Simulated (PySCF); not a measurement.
Stretching CaSi

Set-up: PySCF, no relativity, basis sets Ca pcseg-1, Si pcseg-1. Energies in eV from Ca + Si in their ground configurations at the same level. State: Ms = 1 determinant of mixed spin (⟨S²⟩ near 2.5), unpaired electrons π ↑↑.

All columns are PBE0. A positive dipole means Ca(−)Si(+).

```csv
R (Å),E (eV),μ (D),Mulliken charge on Ca (basis-dependent),HOMO (eV),LUMO (eV),Mayer bond order,⟨S²⟩
2.408,-1.122,-3.93,0.31,-4.22,-2.08,1.70,2.49
2.520,-1.411,-4.21,0.29,-4.32,-2.08,1.62,2.51
2.632,-1.571,-4.47,0.29,-4.41,-2.14,1.52,2.52
2.716,-1.628,-4.66,0.30,-4.48,-2.19,1.45,2.53
2.800,-1.643,-4.85,0.31,-4.55,-2.24,1.37,2.54
2.884,-1.628,-5.03,0.32,-4.62,-2.29,1.30,2.55
2.996,-1.572,-5.29,0.34,-4.70,-2.37,1.21,2.56
3.136,-1.464,-5.60,0.36,-4.73,-2.46,1.11,2.56
3.304,-1.303,-5.94,0.38,-4.63,-2.56,1.00,2.54
3.528,-1.074,-6.29,0.39,-4.55,-2.68,0.87,2.51
```

A fit through these points gives, at Re = 2.797 Å, μ = -4.84 D and dμ/dR = -2.24 D/Å; the reduced mass is 16.46 u.

**Question.** How strong is the fundamental in the double-harmonic approximation, I = 42.26·(dμ/dR)²/μred km/mol?

**Answer.** I = 42.26·(-2.24)²/16.46 = 12.9 km/mol at PBE0.

The state is the lowest determinant that a PBE0 search found; another state may lie lower at other levels.
